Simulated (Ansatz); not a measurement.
Harmonic frequencies (cm⁻¹) at PBE0-D4/def2-TZVP from Ansatz: 186, 339, 361, 565, 600, 616, 682, 743, 817, 901, 947, 955, 969, 1232, 1287, 1572, 1778, 2221, 2234, 3164, 3431.

Each molecule was computed in one conformer, which needn't be the lowest.

Task: Which molecule is it?
A. `[NH2][SnH]1[S]C[S]1`
B. `[SH][Al]1[O]C[S]1`
C. `N=C[SiH]1C=N1`
D. `N=C1N=C[SiH2]1`

Result: D.
